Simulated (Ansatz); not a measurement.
Saddle point of CH$_{7}$GaO, singlet (CH₅Ga ([CH3][GaH2]) + H₂O → GaH₃O ([OH][GaH2]) + CH₄; bonds formed: C2–H5; dative contacts that become bonds: Ga1–O6; bonds broken: Ga1–C2, H5–O6), PBE0-D4/def2-TZVP structure:

| atom | x (Å) | y (Å) | z (Å) |
| --- | --- | --- | --- |
| Ga1 | 0.0497 | -1.0968 | 0.3939 |
| C2 | 0.7212 | 0.8541 | -0.3723 |
| H3 | 0.5009 | -2.2094 | -0.5978 |
| H4 | 0.1351 | -1.0833 | 1.9553 |
| H5 | -0.6420 | 0.4540 | -0.3239 |
| O6 | -1.6477 | -0.2653 | -0.2109 |
| H7 | 0.8062 | 1.0375 | -1.4448 |
| H8 | 0.5974 | 1.8001 | 0.1602 |
| H9 | 1.7070 | 0.4800 | -0.0568 |
| H10 | -2.2279 | 0.0290 | 0.4971 |

Energies are electronic, without zero-point energy. Barriers and step energies count from the start structure reached by relaxing down the imaginary mode; all methods use the PBE0-D4 structures, on which another method's saddle can fall below an end. Program: Ansatz 0.2.0. Basis: def2-TZVPP, with def2-QZVPP for the basis limit. Cores are frozen in the correlated methods. Filled d shells of the heavier atoms are correlated. The def2 sets are not built for correlating such inner shells, so the correlated values are less sure here. B3LYP uses VWN-RPA correlation. Extrapolation: Hartree–Fock as exp(−7.88 √X), correlation as X^−2.97.

```tsv
method	barrier (eV)	step energy (eV)
SPW92	0.632	-0.233
PBE-D4	0.833	-0.412
BLYP-D4	?	-0.540
r2SCAN-D4	0.908	-0.409
B97M-V	1.081	-0.453
PBE0-D4	0.982	-0.354
B3LYP-D4	1.051	-0.479
r2SCAN0-D4	1.024	-0.359
BHLYP-D4	?	-0.437
CAM-B3LYP-D4	?	-0.445
wB97X-V	1.090	-0.412
wB97M-V	1.091	-0.374
B2PLYP	1.076	-0.473
PBE-QIDH	1.067	-0.346
RPA on PBE	1.101	-0.408
HF	1.585	-0.527
MP2	1.053	-0.389
CCSD	1.204	-0.388
CCSD(T)	1.116	-0.380
```

(1) Fill in the withheld barriers. (An estimate is asked for; the value comes from the calculation.)

No T1 diagnostic of these runs exceeds 0.014.

Answers

(1) The calculation gives: BLYP-D4 0.943; BHLYP-D4 1.224; CAM-B3LYP-D4 1.076 eV. Each is the energy of the saddle less that of the start structure, by the same method.

For comparison, the barrier by CCSD(T) at an estimated basis limit (MP2 extrapolated from triple and quadruple zeta, plus CCSD(T) − MP2 in triple zeta) is 1.098 eV.

The step is the kind of ligand exchange by which a precursor binds to a hydroxyl group, or is hydrolysed, in atomic layer deposition of oxides.

Labels in which every atom is bracketed show which atoms are joined, not bond orders.

For scale, one of the runs: CCSD(T)/def2-TZVPP, 208 basis functions (an equivalent command: `ansatz run in.yaml --threads 4`). The run took 69 s on 4 CPU threads (shared host), with 2.8 GiB of host memory at its peak.
